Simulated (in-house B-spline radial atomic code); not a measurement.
Inner levels of palladium as electrons are removed. A shift is the extra binding of the orbital against the neutral atom ([Kr] 4d10). Computed with a radial B-spline atomic code at the basis-set limit: non-relativistic Hartree-Fock, average of the configuration, point nuclei.

This level leaves out relativity, spin-orbit splitting included, which matters for heavy ions.

```json
{"ion": "Pd35+", "configuration": "[Ne] 3s1", "shift of 1s (eV)": "2060.53", "radius of 1s (bohr)": "0.033072", "Σ<r²> (bohr²)": "0.28324", "change of density at nucleus (bohr⁻³)": "-231.95"}
{"ion": "Pd36+", "configuration": "[He] 2s2 2p6", "shift of 1s (eV)": "2163.28", "radius of 1s (bohr)": "0.03307", "Σ<r²> (bohr²)": "0.15375", "change of density at nucleus (bohr⁻³)": "-1031.02"}
{"ion": "Pd37+", "configuration": "[He] 2s2 2p5", "shift of 1s (eV)": "2419.97", "radius of 1s (bohr)": "0.033043", "Σ<r²> (bohr²)": "0.13387", "change of density at nucleus (bohr⁻³)": "-877.74"}
{"ion": "Pd38+", "configuration": "[He] 2s2 2p4", "shift of 1s (eV)": "2680.83", "radius of 1s (bohr)": "0.033015", "Σ<r²> (bohr²)": "0.11476", "change of density at nucleus (bohr⁻³)": "-721.2"}
{"ion": "Pd39+", "configuration": "[He] 2s2 2p3", "shift of 1s (eV)": "2945.85", "radius of 1s (bohr)": "0.032987", "Σ<r²> (bohr²)": "0.096391", "change of density at nucleus (bohr⁻³)": "-561.38"}
{"ion": "Pd40+", "configuration": "[He] 2s2 2p2", "shift of 1s (eV)": "3215", "radius of 1s (bohr)": "0.032957", "Σ<r²> (bohr²)": "0.078722", "change of density at nucleus (bohr⁻³)": "-398.27"}
{"ion": "Pd41+", "configuration": "[He] 2s2 2p1", "shift of 1s (eV)": "3488.28", "radius of 1s (bohr)": "0.032927", "Σ<r²> (bohr²)": "0.061721", "change of density at nucleus (bohr⁻³)": "-231.86"}
{"ion": "Pd42+", "configuration": "[He] 2s2", "shift of 1s (eV)": "3765.67", "radius of 1s (bohr)": "0.032896", "Σ<r²> (bohr²)": "0.045358", "change of density at nucleus (bohr⁻³)": "-62.135"}
{"ion": "Pd43+", "configuration": "[He] 2s1", "shift of 1s (eV)": "4005.4", "radius of 1s (bohr)": "0.032892", "Σ<r²> (bohr²)": "0.023854", "change of density at nucleus (bohr⁻³)": "-3533.73"}
{"ion": "Pd44+", "configuration": "1s2", "shift of 1s (eV)": "4247.71", "radius of 1s (bohr)": "0.032877", "Σ<r²> (bohr²)": "0.0028853", "change of density at nucleus (bohr⁻³)": "-7103.96"}
{"ion": "Pd45+", "configuration": "1s1", "shift of 1s (eV)": "5025.51", "radius of 1s (bohr)": "0.032609", "Σ<r²> (bohr²)": "0.0014178", "change of density at nucleus (bohr⁻³)": "-37192.4"}
```
